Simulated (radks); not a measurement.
Problem. Sc II, configuration [Ar] 3d1 4s1. Method: scalar-relativistic Kohn-Sham, PBE, spin-polarised, spherical densities, point nucleus; open shells are filled with parallel spins first; computed with a radial shooting solver on a logarithmic mesh with Libxc functionals. Some entries of the table are withheld. Estimate them.

orbital,occ.,eigenvalue (eV),<r> (bohr),r(max) (bohr)
1s up,1,-4404.312,0.07304,0.04780
1s down,1,-4404.286,0.07304,0.04780
2s up,1,-481.3827,0.3435,0.2836
2s down,1,-481.1304,0.3434,0.2835
2p up,3,-395.2968,(1),0.2323
2p down,3,-395.0953,(2),0.2323
3s up,1,-62.4156,1.076,0.9269
3s down,1,-61.4712,1.074,0.9267
3p up,3,-41.0140,1.169,0.9688
3p down,3,-40.0340,1.165,0.9680
3d up,1,-10.4361,1.706,1.094
4s up,1,-10.2342,3.320,(3)
3d down,0,-9.2582,1.654,1.085

Solution. 
(1) 2p up <r> (bohr): 0.3077
(2) 2p down <r> (bohr): 0.3076
(3) 4s up r(max) (bohr): 2.899
